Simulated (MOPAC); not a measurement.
Input file for MOPAC: AM1 on H5NS (a complex), monomers drawn apart or pushed together.

```
AM1 1SCF PRECISE CHARGE=0 THREADS=1
H5NS

N      0.00620493 1     0.16351925 1     0.32505388 1
H     -0.77720639 1    -0.46070694 1     0.17008968 1
H     -0.19302844 1     1.03169110 1    -0.15879122 1
H      0.82113218 1    -0.25261076 1    -0.11110566 1
S      0.82016333 1     0.96490268 1     4.54200572 1
H     -0.15109578 1     0.15505911 1     4.99194841 1
H      0.54204488 1     0.69559310 1     3.24063394 1
```

Output:

```
*******************************************************************************
 **                                                                           **
 **                              MOPAC v23.2.5                                **
 **                                                                           **
 *******************************************************************************
 ** MOPAC's Digital Object Identifier: https://doi.org/10.5281/zenodo.6511958 **
 **                                                                           **
 ** Please cite the open-source release paper for use of this MOPAC version:  **
 ** J. E. Moussa and J. J. P. Stewart (2026)                                  **
 ** MOPAC: An open-source semiempirical molecular orbital program             **
 ** J. Open Source Softw., 11(119), 8025, https://doi.org/10.21105/joss.08025 **
 *******************************************************************************

                              AM1 CALCULATION RESULTS

 *******************************************************************************
 *  AM1        - The AM1 Hamiltonian to be used
 *
 *
 *
 *                 CHARGE ON SYSTEM = 0
 *
 *
 *
 *  PRECISE    - TIGHTER CRITERIA TO BE USED
 *  1SCF       - DO 1 SCF AND THEN STOP
 *  THREADS=1  - MULTI-THREADING NOT USED
 *  T=         - A TIME OF 172800.0 SECONDS REQUESTED
 *  DUMP=N     - RESTART FILE WRITTEN EVERY 7200.0 SECONDS REQUESTED
 *******************************************************************************
AM1 1SCF PRECISE CHARGE=0 THREADS=1
 H5NS

   ATOM   CHEMICAL          X               Y               Z
  NUMBER   SYMBOL      (ANGSTROMS)     (ANGSTROMS)     (ANGSTROMS)

     1       N          0.00620493  *   0.16351925  *   0.32505388  *
     2       H         -0.77720639  *  -0.46070694  *   0.17008968  *
     3       H         -0.19302844  *   1.03169110  *  -0.15879122  *
     4       H          0.82113218  *  -0.25261076  *  -0.11110566  *
     5       S          0.82016333  *   0.96490268  *   4.54200572  *
     6       H         -0.15109578  *   0.15505911  *   4.99194841  *
     7       H          0.54204488  *   0.69559310  *   3.24063394  *



          CARTESIAN COORDINATES

    NO.       ATOM           X           Y           Z

     1         N          0.0062      0.1635      0.3251
     2         H         -0.7772     -0.4607      0.1701
     3         H         -0.1930      1.0317     -0.1588
     4         H          0.8211     -0.2526     -0.1111
     5         S          0.8202      0.9649      4.5420
     6         H         -0.1511      0.1551      4.9919
     7         H          0.5420      0.6956      3.2406

  H: (AM1): M.J.S. DEWAR ET AL, J. AM. CHEM. SOC. 107 3902-3909 (1985)
  N: (AM1): M.J.S. DEWAR ET AL, J. AM. CHEM. SOC. 107 3902-3909 (1985)
  S: (AM1): M.J.S. DEWAR, Y-C YUAN, INORGANIC CHEMISTRY, 29, 3881:3890,  (1990)

           Empirical Formula: H5 N S  =     7 atoms



      MOLECULAR POINT GROUP   :   Cs


      RHF CALCULATION, NO. OF DOUBLY OCCUPIED LEVELS = 8


 -------------------------------------------------------------------------------
 AM1 1SCF PRECISE CHARGE=0 THREADS=1
 H5NS



     1SCF WAS SPECIFIED, SO BFGS WAS NOT USED
     SCF FIELD WAS ACHIEVED


                              AM1 CALCULATION
                                                       MOPAC v23.2.5 Linux




          FINAL HEAT OF FORMATION =         -6.70413 KCAL/MOL =     -28.05010 KJ/MOL


          COSMO AREA              =        104.86 SQUARE ANGSTROMS
          COSMO VOLUME            =         78.93 CUBIC ANGSTROMS

          IONIZATION POTENTIAL    =          9.194491 EV
          HOMO LUMO ENERGIES (EV) =         -9.194  1.282
          NO. OF FILLED LEVELS    =          8
          MOLECULAR WEIGHT        =         51.1062         POINT GROUP:  Cs

          MOLECULAR DIMENSIONS (Angstroms)

            Atom       Atom       Distance
            H     6    H     3     5.22497
            H     2    S     5     2.65012
            H     3    H     4     1.55960


          SCF CALCULATIONS        =          1





   ATOM   CHEMICAL          X               Y               Z
  NUMBER   SYMBOL      (ANGSTROMS)     (ANGSTROMS)     (ANGSTROMS)

     1       N          0.00620493  *   0.16351925  *   0.32505388  *
     2       H         -0.77720639  *  -0.46070694  *   0.17008968  *
     3       H         -0.19302844  *   1.03169110  *  -0.15879122  *
     4       H          0.82113218  *  -0.25261076  *  -0.11110566  *
     5       S          0.82016333  *   0.96490268  *   4.54200572  *
     6       H         -0.15109578  *   0.15505911  *   4.99194841  *
     7       H          0.54204488  *   0.69559310  *   3.24063394  *

                             CARTESIAN COORDINATES

   1    N        0.006204930     0.163519250     0.325053880
   2    H       -0.777206390    -0.460706940     0.170089680
   3    H       -0.193028440     1.031691100    -0.158791220
   4    H        0.821132180    -0.252610760    -0.111105660
   5    S        0.820163330     0.964902680     4.542005720
   6    H       -0.151095780     0.155059110     4.991948410
   7    H        0.542044880     0.695593100     3.240633940


           Empirical Formula: H5 N S  =     7 atoms



      MOLECULAR POINT GROUP   :   Cs


                  EIGENVALUES
 -32.71085 -19.19155 -15.98617 -15.98160 -14.78086 -11.98337 -10.81040  -9.19449
   1.28193   1.94852   3.93113   5.71773   5.73448


              NET ATOMIC CHARGES AND DIPOLE CONTRIBUTIONS

  ATOM NO.   TYPE          CHARGE      No. of ELECS.   s-Pop       p-Pop
    1          N          -0.384314        5.3843     1.60589     3.77843
    2          H           0.126203        0.8738     0.87380
    3          H           0.129231        0.8708     0.87077
    4          H           0.129152        0.8708     0.87085
    5          S          -0.141128        6.1411     1.89229     4.24884
    6          H           0.054861        0.9451     0.94514
    7          H           0.085995        0.9140     0.91401
 DIPOLE           X         Y         Z       TOTAL
 POINT-CHG.    -0.465    -0.423    -1.089     1.258
 HYBRID        -1.132    -1.008    -1.824     2.372
 SUM           -1.597    -1.432    -2.913     3.618


          ATOMIC ORBITAL ELECTRON POPULATIONS

     Atom    s        px        py        pz
    1  N   1.60589   1.08381   1.08515   1.60947
    2  H   0.87380
    3  H   0.87077
    4  H   0.87085
    5  S   1.89229   1.48825   1.63452   1.12608
    6  H   0.94514
    7  H   0.91401

 **********************
 *                    *
 * JOB ENDED NORMALLY *
 *                    *
 **********************




 == MOPAC DONE ==
```

The run finished.

Cost: very roughly 0.020 core-seconds.
